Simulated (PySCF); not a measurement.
**Electron correlation in As²⁺ (arsenic, charge +2)**

Starting occupation: [Ar] 3d10 4s2 4p1, 4p1/2 with m_j = +1/2. Computed with PySCF 2.14 in x2c-TZVPPall-2c with one added diffuse shell each of s, p, d type (7s8p5d1f, 63 functions), with X2C-1e with screened-nucleus spin-orbit coupling, Gaussian nucleus. Frozen: [Ar]; 13 electrons correlated; the 6 highest virtual spinors left out.

MP2 pair energies summed by pair of shells (mhartree):

```tsv
pair	energy	share (%)
3d3/2-3d5/2	-50.33	30.9
3d5/2-3d5/2	-34.70	21.3
4s1/2-4s1/2	-21.78	13.4
4p1/2-4s1/2	-16.55	10.1
3d3/2-3d3/2	-14.22	8.7
3d5/2-4s1/2	-11.22	6.9
3d3/2-4s1/2	-7.43	4.6
3d5/2-4p1/2	-4.00	2.5
3d3/2-4p1/2	-2.88	1.8
```

Total MP2 correlation energy: -163.12 mhartree.

```csv
level,correlation energy (mhartree)
CCSD,-171.17
(T),-4.11
CCSD(T),-175.28
```

Diagnostics: T1 = 0.025, largest double amplitude 0.090.

Cost of the coupled-cluster step: 180 s of wall time on 4 threads of Neoverse-V2 (shared host), for 13 occupied and 89 virtual spinors.

Iterations:

```
Init t2, MP2 energy = -0.163116318831022
CCSD nocc = 13, nmo = 102
Init t2, MP2 energy = -0.163116318831022
Init E_corr(GCCSD) = -0.163116318831022
cycle = 1  E_corr(GCCSD) = -0.163584239889065  dE = -0.000467921058  norm(t1,t2) = 0.0500088
cycle = 2  E_corr(GCCSD) = -0.169519517731349  dE = -0.00593527784  norm(t1,t2) = 0.0174382
cycle = 3  E_corr(GCCSD) = -0.170366824710785  dE = -0.000847306979  norm(t1,t2) = 0.00791996
cycle = 4  E_corr(GCCSD) = -0.171029918748752  dE = -0.000663094038  norm(t1,t2) = 0.00366538
cycle = 5  E_corr(GCCSD) = -0.17099425558918  dE = 3.56631596e-05  norm(t1,t2) = 0.00306727
cycle = 6  E_corr(GCCSD) = -0.171059048596688  dE = -6.47930075e-05  norm(t1,t2) = 0.00285836
cycle = 7  E_corr(GCCSD) = -0.171177989211288  dE = -0.000118940615  norm(t1,t2) = 0.00173325
cycle = 8  E_corr(GCCSD) = -0.171169387061641  dE = 8.60214965e-06  norm(t1,t2) = 0.000379754
cycle = 9  E_corr(GCCSD) = -0.171174517434407  dE = -5.13037277e-06  norm(t1,t2) = 0.000115831
cycle = 10  E_corr(GCCSD) = -0.171172478467571  dE = 2.03896684e-06  norm(t1,t2) = 2.39258e-05
cycle = 11  E_corr(GCCSD) = -0.171172562834255  dE = -8.43666842e-08  norm(t1,t2) = 6.84184e-06
cycle = 12  E_corr(GCCSD) = -0.171172339526882  dE = 2.23307374e-07  norm(t1,t2) = 1.43158e-06
cycle = 13  E_corr(GCCSD) = -0.171172372793505  dE = -3.32666234e-08  norm(t1,t2) = 4.4382e-07
cycle = 14  E_corr(GCCSD) = -0.17117237301831  dE = -2.24804425e-10  norm(t1,t2) = 1.21974e-07
GCCSD converged
E(GCCSD) = -2258.233250205306  E_corr = -0.1711723730183097
```

This basis was not built for core-valence correlation, so the inner-shell part is incomplete.
